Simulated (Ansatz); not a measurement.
Molecule: C₂H₆AlF, net charge 0, singlet state. 
Structure (B3LYP-D3(BJ)/def2-TZVP (Ansatz, a quantum-chemistry and plane-wave program) minimum search):
```
Al
F 1 1.6645
C 1 1.9465 2 116.29
H 3 1.0919 1 112.59 2 178.10
H 3 1.0937 4 107.97 1 122.82
H 3 1.0940 4 107.84 5 114.61
C 1 1.9465 2 116.29 3 180.00
H 7 1.0919 1 112.59 2 178.10
H 7 1.0937 8 107.97 1 122.82
H 7 1.0940 8 107.84 9 114.61
```
Charge 0, spin multiplicity 1.

PBE beside other levels, property by property. Cores are frozen in the correlated levels unless marked. Open shells are spin-unrestricted. No spin-orbit coupling. Non-relativistic. CBS marks a two-point X^-3 extrapolation of the correlation energy; Hartree-Fock from the larger set. The bracket is a focal-point correction in the basis named. Atomisation energies are electronic, to ground-state atoms; the column to compare with has the core term from cc-pwCVTZ added, other frozen-core levels have none. Vertical energies are electronic, to the SCF solution reached for that spin. The coupled-cluster column (Ansatz) is a level with limits of its own: (a) RI-MP2/CBS(aug-cc-pV(T+d)Z,aug-cc-pV(Q+d)Z)+[CCSD(T)-MP2]/aug-cc-pV(T+d)Z; (b) CCSD(T)/CBS(aug-cc-pV(T+d)Z,aug-cc-pV(Q+d)Z).

```json
[
 {"property": "vertical ionisation energy to the doublet (eV)", "PBE0/def2-TZVPD (Ansatz)": "10.05", "wB97M-V/def2-TZVPD (Ansatz)": "10.28", "RI-MP2/CBS(aug-cc-pV(T+d)Z,aug-cc-pV(Q+d)Z) (Ansatz)": "10.63", "coupled cluster": "10.48 (a)"},
 {"property": "atomisation energy (kcal/mol)", "PBE0/def2-TZVPD (Ansatz)": "890.5", "wB97M-V/def2-TZVPD (Ansatz)": "897.5", "RI-MP2/CBS(aug-cc-pV(T+d)Z,aug-cc-pV(Q+d)Z) (Ansatz)": "912.1", "coupled cluster": "901.5 (b)"}
]
```

**Question.** What does PBE/def2-TZVPD (Ansatz) give for each property, and on which side of coupled cluster does it fall?

**Answer.** 
- vertical ionisation energy to the doublet: PBE lies 0.71 eV below coupled cluster; PBE gives 9.77 eV.
- atomisation energy: PBE lies 1.2 kcal/mol below coupled cluster; PBE gives 900.3 kcal/mol.
